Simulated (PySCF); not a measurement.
**Gallium: a sound run and one with changed settings**

Sound run: Ga⁺ [Ar] 3d10 4s2, Ga²⁺ [Ar] 3d10 4s1. Calculation: PySCF 2.14, in def2-SVP; the non-relativistic Hamiltonian (point nucleus). In the sound run the correlated levels freeze [Ar] 3d10. The sound run starts from symmetry-adapted Hartree-Fock orbitals and uses a fine grid where one is needed.

Changed run: basis STO-3G. This setting is unsound on purpose.

```tsv
species	method	sound run (hartree)	changed run (hartree)	converged
Ga⁺	UHF	-1922.77019	-1900.61973	yes
Ga⁺	M06-2X	-1924.34274	-1901.76598	yes
Ga⁺	MN15	-1924.61562	-1899.63432	yes
Ga⁺	MP2	-1922.79468	-1900.64155	yes
Ga⁺	CCSD(T)	-1922.80665	-1900.65720	yes
Ga²⁺	UHF	-1922.09180	-1900.00347	yes
Ga²⁺	M06-2X	-1923.60114	-1901.09046	yes
Ga²⁺	MN15	-1923.87759	-1898.98621	yes
```

Ionisation energy of Ga⁺:

| method | sound run (eV) | changed run (eV) |
| --- | --- | --- |
| UHF | 18.460 | 16.769 |
| M06-2X | 20.180 | 18.382 |
| MN15 | 20.083 | 17.636 |
| MP2 | 19.126 | 17.363 |
| SCS-MP2 | 19.260 | 17.482 |
| CCSD | 19.452 | 17.789 |
| CCSD(T) | 19.452 | 17.789 |
| CCSDT | 19.452 | 17.789 |
| FCI | 19.452 | 17.789 |

A minimal basis cannot let orbitals breathe on ionisation and holds almost no correlation.

For comparison, NIST gives 20.515 eV between the lowest levels.
